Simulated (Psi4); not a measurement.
CH5FSSi, singlet, geometry from GFN2-xTB, atoms displaced at random by about 0.08 Å a coordinate; Psi4 with PBE/STO-3G, gradient.

The Psi4 input:
```
memory 2 GB

molecule {
0 1
  Si    1.23696901   -0.17527173   -0.20314458
  F     0.84469074    0.65141610   -1.61809757
  S    -0.67093007    0.05277683    1.05293386
  C    -1.93648728   -0.51667394   -0.18230775
  H     1.49993155   -1.56486220   -0.42421296
  H     2.24794279    0.56650422    0.56977354
  H    -2.83367886   -0.19687737    0.24796005
  H    -1.83005985    0.14136922   -1.02794372
  H    -1.61557336   -1.48574093   -0.45402058
symmetry c1
no_reorient
no_com
}

set basis sto-3g

gradient('pbe')
print_variables()
```

### Question
Predict the main parts of the log of this Psi4 run.

### Answer

```
gradient() will perform analytic gradient computation.

   => Loading Basis Set <=

    Name: STO-3G
    Role: ORBITAL
    Keyword: BASIS

         ---------------------------------------------------------
                                   SCF
               by Justin Turney, Rob Parrish, Andy Simmonett
                          and Daniel G. A. Smith
                              RKS Reference
         ---------------------------------------------------------

  ==> Geometry <==

    Molecular point group: c1
    Full point group: C1

    Geometry (in Angstrom), charge = 0, multiplicity = 1:

       Center              X                  Y                   Z               Mass
    ------------   -----------------  -----------------  -----------------  -----------------
         SI           1.236969010000    -0.175271730000    -0.203144580000    27.976926534650
         F            0.844690740000     0.651416100000    -1.618097570000    18.998403162730
         S           -0.670930070000     0.052776830000     1.052933860000    31.972071174400
         C           -1.936487280000    -0.516673940000    -0.182307750000    12.000000000000
         H            1.499931550000    -1.564862200000    -0.424212960000     1.007825032230
         H            2.247942790000     0.566504220000     0.569773540000     1.007825032230
         H           -2.833678860000    -0.196877370000     0.247960050000     1.007825032230
         H           -1.830059850000     0.141369220000    -1.027943720000     1.007825032230
         H           -1.615573360000    -1.485740930000    -0.454020580000     1.007825032230

  Running in c1 symmetry.

  Rotational constants: A =      0.23248  B =      0.09142  C =      0.07353 [cm^-1]
  Rotational constants: A =   6969.67966  B =   2740.55478  C =   2204.42372 [MHz]
  Nuclear repulsion =  218.793060537053748

  Charge       = 0
  Multiplicity = 1
  Electrons    = 50
  Nalpha       = 25
  Nbeta        = 25

  ==> Algorithm <==

  SCF Algorithm Type is DF.
  DIIS enabled.
  MOM disabled.
  Fractional occupation disabled.
  Guess Type is SAD.
  Energy threshold   = 1.00e-08
  Density threshold  = 1.00e-08
  Integral threshold = 1.00e-12

  ==> Primary Basis <==

  Basis Set: STO-3G
    Blend: STO-3G
    Number of shells: 21
    Number of basis functions: 33
    Number of Cartesian functions: 33
    Spherical Harmonics?: true
    Max angular momentum: 1

  ==> DFT Potential <==

   => LibXC <=

    Version 7.1.2
    S. Lehtola, C. Steigemann, M. J. T. Oliveira, and M. A. L. Marques,  SoftwareX 7, 1–5 (2018) (10.1016/j.softx.2017.11.002)

   => Composite Functional: PBE <=

    PBE GGA Exchange-Correlation Functional

    J.P. Perdew et. al., Phys. Rev. Lett., 77(18), 3865-3868, 1996

    Deriv               =              1
    GGA                 =           TRUE
    Meta                =          FALSE

    Exchange Hybrid     =          FALSE
    MP2 Hybrid          =          FALSE

   => Exchange Functionals <=

    1.0000     XC_GGA_X_PBE

   => Correlation Functionals <=

    1.0000     XC_GGA_C_PBE

   => LibXC Density Thresholds  <==

    XC_GGA_C_PBE:  1.00E-12
    XC_GGA_X_PBE:  1.00E-15

   => Molecular Quadrature <=

    Radial Scheme          =       TREUTLER
    Pruning Scheme         =           NONE
    Nuclear Scheme         =       TREUTLER

    Blocking Scheme        =         OCTREE
    BS radius alpha        =              1
    Pruning alpha          =              1
    Radial Points          =             75
    Spherical Points       =            302
    Total Points           =         191163
    Total Blocks           =           1494
    Max Points             =            256
    Max Functions          =             31
    Weights Tolerance      =       1.00E-15

   => Loading Basis Set <=

    Name: (STO-3G AUX)
    Role: JKFIT
    Keyword: DF_BASIS_SCF

  ==> Integral Setup <==

  SCF_SUBTYPE=INCORE selected. In-core MEM_DF algorithm will be used.
  Using in-core AOs.

  ==> MemDFJK: Density-Fitted J/K Matrices <==

    J tasked:                   Yes
    K tasked:                    No
    wK tasked:                   No
    Algorithm:                 Core
    Schwarz Cutoff:           1E-12
    Mask sparsity (%):       4.0404
    Fitting Condition:        1E-10

   => Auxiliary Basis Set <=

  Basis Set: (STO-3G AUX)
    Blend: DEF2-UNIVERSAL-JKFIT
    Number of shells: 156
    Number of basis functions: 498
    Number of Cartesian functions: 592
    Spherical Harmonics?: true
    Max angular momentum: 4

  Minimum eigenvalue in the overlap matrix is 2.2530977261E-01.
  Reciprocal condition number of the overlap matrix is 9.9227277674E-02.
    Using symmetric orthogonalization.

  ==> Pre-Iterations <==

  SCF Guess: Superposition of Atomic Densities via on-the-fly atomic UHF (no occupation information).

   -------------------------
    Irrep   Nso     Nmo
   -------------------------
     A         33      33
   -------------------------
    Total      33      33
   -------------------------

  ==> Iterations <==

                           Total Energy        Delta E     RMS |[F,P]|

   @DF-RKS iter SAD:  -816.75394505683346   -8.16754e+02   0.00000e+00
   @DF-RKS iter   1:  -818.38445340529529   -1.63051e+00   8.23380e-03 ADIIS/DIIS
   @DF-RKS iter   2:  -818.29873664802221    8.57168e-02   1.33288e-02 ADIIS/DIIS
   @DF-RKS iter   3:  -818.44511113582314   -1.46374e-01   1.61837e-03 ADIIS/DIIS
   @DF-RKS iter   4:  -818.44725760784684   -2.14647e-03   7.01964e-04 ADIIS/DIIS
   @DF-RKS iter   5:  -818.44773974033308   -4.82132e-04   1.56503e-04 ADIIS/DIIS
   @DF-RKS iter   6:  -818.44776289328968   -2.31530e-05   4.36925e-05 DIIS
   @DF-RKS iter   7:  -818.44776442723958   -1.53395e-06   6.75371e-06 DIIS
   @DF-RKS iter   8:  -818.44776446828814   -4.10486e-08   6.40814e-07 DIIS
   @DF-RKS iter   9:  -818.44776446871219   -4.24052e-10   6.61269e-08 DIIS
[...]
  @DF-RKS Final Energy:  -818.44776446871822
[...]

   => Energetics <=

    Nuclear Repulsion Energy =            218.7930605370537478
    One-Electron Energy =               -1574.6813164043844608
    Two-Electron Energy =                 601.6169418005938496
    DFT Exchange-Correlation Energy =     -64.1764504019812421
    Empirical Dispersion Energy =           0.0000000000000000
    VV10 Nonlocal Energy =                  0.0000000000000000
    Total Energy =                       -818.4477644687182192

Computation Completed

Properties will be evaluated at   0.000000,   0.000000,   0.000000 [a0]

Properties computed using the SCF density matrix

 Multipole Moments:

 ------------------------------------------------------------------------------------
     Multipole            Electronic (a.u.)      Nuclear  (a.u.)        Total (a.u.)
 ------------------------------------------------------------------------------------

 L = 1.  Multiply by 2.5417464519 to convert [e a0] to [Debye]
 Dipole X            :          0.2773297            0.0652717            0.3426013
 Dipole Y            :          2.3729894           -2.6196909           -0.2467015
 Dipole Z            :          4.8809500           -5.1821027           -0.3011527
 Magnitude           :                                                    0.5185848

 ------------------------------------------------------------------------------------

         ------------------------------------------------------------
                                   SCF GRAD
                          Rob Parrish, Justin Turney,
                       Andy Simmonett, and Alex Sokolov
         ------------------------------------------------------------

  ==> Geometry <==

    Molecular point group: c1
    Full point group: C1

    Geometry (in Angstrom), charge = 0, multiplicity = 1:

       Center              X                  Y                   Z               Mass
    ------------   -----------------  -----------------  -----------------  -----------------
         SI           1.236969010000    -0.175271730000    -0.203144580000    27.976926534650
         F            0.844690740000     0.651416100000    -1.618097570000    18.998403162730
         S           -0.670930070000     0.052776830000     1.052933860000    31.972071174400
         C           -1.936487280000    -0.516673940000    -0.182307750000    12.000000000000
         H            1.499931550000    -1.564862200000    -0.424212960000     1.007825032230
         H            2.247942790000     0.566504220000     0.569773540000     1.007825032230
         H           -2.833678860000    -0.196877370000     0.247960050000     1.007825032230
         H           -1.830059850000     0.141369220000    -1.027943720000     1.007825032230
         H           -1.615573360000    -1.485740930000    -0.454020580000     1.007825032230

  Nuclear repulsion =  218.793060537053748

  ==> Basis Set <==

  Basis Set: STO-3G
    Blend: STO-3G
    Number of shells: 21
    Number of basis functions: 33
    Number of Cartesian functions: 33
    Spherical Harmonics?: true
    Max angular momentum: 1

  ==> DFJKGrad: Density-Fitted SCF Gradients <==

    Gradient:                    1
    J tasked:                  Yes
    K tasked:                   No
    wK tasked:                  No
    Integrals threads:           1
    Schwarz Cutoff:          1E-12
    Fitting Condition:       1E-10

   => Auxiliary Basis Set <=

  Basis Set: (STO-3G AUX)
    Blend: DEF2-UNIVERSAL-JKFIT
    Number of shells: 156
    Number of basis functions: 498
    Number of Cartesian functions: 592
    Spherical Harmonics?: true
    Max angular momentum: 4

  ==> DFT Potential <==

   => LibXC <=

    Version 7.1.2
    S. Lehtola, C. Steigemann, M. J. T. Oliveira, and M. A. L. Marques,  SoftwareX 7, 1–5 (2018) (10.1016/j.softx.2017.11.002)

   => Composite Functional: PBE <=

    PBE GGA Exchange-Correlation Functional

    J.P. Perdew et. al., Phys. Rev. Lett., 77(18), 3865-3868, 1996

    Deriv               =              1
    GGA                 =           TRUE
    Meta                =          FALSE

    Exchange Hybrid     =          FALSE
    MP2 Hybrid          =          FALSE

   => Exchange Functionals <=

    1.0000     XC_GGA_X_PBE

   => Correlation Functionals <=

    1.0000     XC_GGA_C_PBE

   => LibXC Density Thresholds  <==

    XC_GGA_C_PBE:  1.00E-12
    XC_GGA_X_PBE:  1.00E-15

   => Molecular Quadrature <=

    Radial Scheme          =       TREUTLER
    Pruning Scheme         =           NONE
    Nuclear Scheme         =       TREUTLER

    Blocking Scheme        =         OCTREE
    BS radius alpha        =              1
    Pruning alpha          =              1
    Radial Points          =             75
    Spherical Points       =            302
    Total Points           =         191163
    Total Blocks           =           1494
    Max Points             =            256
    Max Functions          =             31
    Weights Tolerance      =       1.00E-15

  -Total Gradient:
     Atom            X                  Y                   Z
    ------   -----------------  -----------------  -----------------
       1        0.059094106644    -0.039095403091    -0.019454009321
       2       -0.011257565838     0.011581093673    -0.008063629983
       3       -0.032906698466     0.001881257047     0.010594928876
       4       -0.073449900695    -0.050399804675    -0.009592296011
       5       -0.009560019873     0.014443693348     0.005903133301
       6       -0.002723706927     0.007713866765     0.004862813246
       7        0.053609878779     0.016900167635    -0.021114260053
       8       -0.003093149360    -0.008180284199     0.027225237126
       9        0.020259050544     0.045173896806     0.009693803049

  Variable Map:
  ----------------------------------------------------------------------------
[...]
  Array Variable Map:
  ----------------------------------------------------------------------------
[...]
[...]
```
